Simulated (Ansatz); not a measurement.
Ansatz (a program for electronic structure) input file for ethenoxysilane (C₂H₆OSi), SMILES C=CO[SiH3], PBE-D3(BJ)/def2-SVP. 

Ansatz 0.2 input:
```yaml
crystal:
  periodic: [false, false, false]
  atoms:
    - {symbol: C, position_ang: [-0.09844968, 2.37870482, 0.00000000]}
    - {symbol: C, position_ang: [0.36887230, 1.12887614, -0.00000000]}
    - {symbol: O, position_ang: [-0.44337218, 0.03893245, 0.00000000]}
    - {symbol: Si, position_ang: [0.03944774, -1.56943963, -0.00000000]}
    - {symbol: H, position_ang: [-1.17253599, 2.57727636, 0.00000000]}
    - {symbol: H, position_ang: [0.59727706, 3.21854361, -0.00000000]}
    - {symbol: H, position_ang: [1.44933183, 0.92399881, -0.00000000]}
    - {symbol: H, position_ang: [0.85424615, -1.86887230, -1.21353060]}
    - {symbol: H, position_ang: [-1.21039190, -2.36686481, 0.00000000]}
    - {symbol: H, position_ang: [0.85424615, -1.86887229, 1.21353061]}
basis:
  gaussian:
    orbitals: def2-SVP
hamiltonian:
  xc: pbe
  dispersion: d3bj
relax: {f_tol: 0.002, max_steps: 200}
```

Program output:

```
Functional definition: PBE
integrals: 0.03 GiB planned
1003 factors; their error is unknown
mean field: 0.21 GiB planned
mean field evaluation 1: about -12074.0032 eV, gradient 5.5e1 eV
mean field evaluation 2: about -12058.7811 eV, gradient 9.7e1 eV
mean field evaluation 4: about -12081.0884 eV, gradient 9.7e0 eV
mean field evaluation 8: about -12081.2936 eV, gradient 1.7e-1 eV
mean field evaluation 16: about -12081.2386 eV, gradient 2.5e-4 eV
mean field -12081.23862418 eV, -443.9773304809 hartree, gradient 9.9e-6 eV, S^2 0.000000; 0 other end points of the search recorded, 0 dependent functions left out
the calculation of the forces begins
reference -12081.23865895 eV, -443.9773317586 hartree; 20, 20 occupied and 70, 70 virtual orbitals, 1003 factors
relax step   1: F+E_penalty+E_count = -12081.41160562 eV  Δ(F+E_penalty+E_count) = +0.000e0 eV  max|allowed force component| = 3.283e-1 eV/Å  Δτ_max = 0.0000 Å  (30 SCF iters, accepted)
these checks for a lower state are left out or cut short: starts, cluster_reference, orbital_swaps, neighbouring_geometries, increment
integrals: 0.03 GiB planned
1003 factors; their error is unknown
mean field: 0.21 GiB planned
mean field -12081.25172593 eV, -443.9778119615 hartree, gradient 1.7e-5 eV, S^2 0.000000; 0 other end points of the search recorded, 0 dependent functions left out
the calculation of the forces begins
reference -12081.25176079 eV, -443.9778132426 hartree; 20, 20 occupied and 70, 70 virtual orbitals, 1003 factors
relax step   2: F+E_penalty+E_count = -12081.42419577 eV  Δ(F+E_penalty+E_count) = -1.259e-2 eV  max|allowed force component| = 1.717e-1 eV/Å  Δτ_max = 0.0144 Å  (32 SCF iters, accepted)
these checks for a lower state are left out or cut short: starts, cluster_reference, orbital_swaps, neighbouring_geometries, increment
integrals: 0.03 GiB planned
1003 factors; their error is unknown
mean field: 0.21 GiB planned
mean field evaluation 32: about -12081.2538 eV, gradient 7.1e-5 eV
mean field -12081.25378308 eV, -443.9778875603 hartree, gradient 1.7e-5 eV, S^2 0.000000; 0 other end points of the search recorded, 0 dependent functions left out
the calculation of the forces begins
reference -12081.25381796 eV, -443.9778888419 hartree; 20, 20 occupied and 70, 70 virtual orbitals, 1003 factors
relax step   3: F+E_penalty+E_count = -12081.42605511 eV  Δ(F+E_penalty+E_count) = -1.859e-3 eV  max|allowed force component| = 6.749e-2 eV/Å  Δτ_max = 0.0064 Å  (32 SCF iters, accepted)
these checks for a lower state are left out or cut short: starts, cluster_reference, orbital_swaps, neighbouring_geometries, increment
integrals: 0.03 GiB planned
1003 factors; their error is unknown
mean field: 0.21 GiB planned
mean field -12081.25399764 eV, -443.9778954452 hartree, gradient 1.7e-5 eV, S^2 0.000000; 0 other end points of the search recorded, 0 dependent functions left out
the calculation of the forces begins
reference -12081.25403251 eV, -443.9778967266 hartree; 20, 20 occupied and 70, 70 virtual orbitals, 1003 factors
relax step   4: F+E_penalty+E_count = -12081.42641923 eV  Δ(F+E_penalty+E_count) = -3.641e-4 eV  max|allowed force component| = 4.253e-2 eV/Å  Δτ_max = 0.0076 Å  (33 SCF iters, accepted)
these checks for a lower state are left out or cut short: starts, cluster_reference, orbital_swaps, neighbouring_geometries, increment
integrals: 0.03 GiB planned
1003 factors; their error is unknown
mean field: 0.21 GiB planned
mean field -12081.25389446 eV, -443.9778916535 hartree, gradient 1.7e-5 eV, S^2 0.000000; 0 other end points of the search recorded, 0 dependent functions left out
the calculation of the forces begins
reference -12081.25392931 eV, -443.9778929340 hartree; 20, 20 occupied and 70, 70 virtual orbitals, 1003 factors
relax step   5: F+E_penalty+E_count = -12081.42661958 eV  Δ(F+E_penalty+E_count) = -2.003e-4 eV  max|allowed force component| = 3.572e-2 eV/Å  Δτ_max = 0.0176 Å  (31 SCF iters, accepted)
these checks for a lower state are left out or cut short: starts, cluster_reference, orbital_swaps, neighbouring_geometries, increment
integrals: 0.03 GiB planned
1003 factors; their error is unknown
mean field: 0.21 GiB planned
mean field -12081.25402962 eV, -443.9778966203 hartree, gradient 1.2e-5 eV, S^2 0.000000; 0 other end points of the search recorded, 0 dependent functions left out
the calculation of the forces begins
reference -12081.25406447 eV, -443.9778979010 hartree; 20, 20 occupied and 70, 70 virtual orbitals, 1003 factors
relax step   6: F+E_penalty+E_count = -12081.42671105 eV  Δ(F+E_penalty+E_count) = -9.147e-5 eV  max|allowed force component| = 5.537e-3 eV/Å  Δτ_max = 0.0036 Å  (24 SCF iters, accepted)
these checks for a lower state are left out or cut short: starts, cluster_reference, orbital_swaps, neighbouring_geometries, increment
integrals: 0.03 GiB planned
1003 factors; their error is unknown
mean field: 0.21 GiB planned
mean field evaluation 64: about -12081.2540 eV, gradient 4.9e-5 eV
mean field -12081.25403587 eV, -443.9778968502 hartree, gradient 4.9e-5 eV, S^2 0.000000; 0 other end points of the search recorded, 0 dependent functions left out
the calculation of the forces begins
reference -12081.25407072 eV, -443.9778981309 hartree; 20, 20 occupied and 70, 70 virtual orbitals, 1003 factors
relax step   7: F+E_penalty+E_count = -12081.42671349 eV  Δ(F+E_penalty+E_count) = -2.441e-6 eV  max|allowed force component| = 8.504e-4 eV/Å  Δτ_max = 0.0008 Å  (20 SCF iters, accepted)
integrals: 0.03 GiB planned
1003 factors; their error is unknown
mean field: 0.21 GiB planned
mean field -12081.25403587 eV, -443.9778968502 hartree, gradient 4.9e-5 eV, S^2 0.000000; 1 other end points of the search recorded, 0 dependent functions left out
the calculation of the forces begins
reference -12081.25407072 eV, -443.9778981309 hartree; 20, 20 occupied and 70, 70 virtual orbitals, 1003 factors
Total energy: -12081.42674834 eV, -443.9842439164 hartree
Atom 0 at    -0.096812     2.387221    -0.000000 Å, force    -0.000116     0.000850     0.000000 eV/Å
Atom 1 at     0.356307     1.122218     0.000000 Å, force     0.000090    -0.000340     0.000000 eV/Å
Atom 2 at    -0.476671     0.041170     0.000000 Å, force    -0.000425    -0.000406    -0.000000 eV/Å
Atom 3 at     0.042910    -1.571995     0.000000 Å, force     0.000134    -0.000190     0.000000 eV/Å
Atom 4 at    -1.175508     2.602414    -0.000000 Å, force     0.000162    -0.000034    -0.000000 eV/Å
Atom 5 at     0.617209     3.221367     0.000000 Å, force    -0.000121    -0.000430     0.000000 eV/Å
Atom 6 at     1.442968     0.902135     0.000000 Å, force     0.000577     0.000535    -0.000000 eV/Å
Atom 7 at     0.868759    -1.861363    -1.225026 Å, force    -0.000190     0.000037     0.000113 eV/Å
Atom 8 at    -1.209249    -2.389520     0.000000 Å, force     0.000079    -0.000061     0.000000 eV/Å
Atom 9 at     0.868759    -1.861363     1.225026 Å, force    -0.000190     0.000037    -0.000113 eV/Å
Dipole moment:     0.180617    -0.154898    -0.000000 e Å
```

Self-consistency was reached.

Cost: about 25 core-seconds (a rough figure).
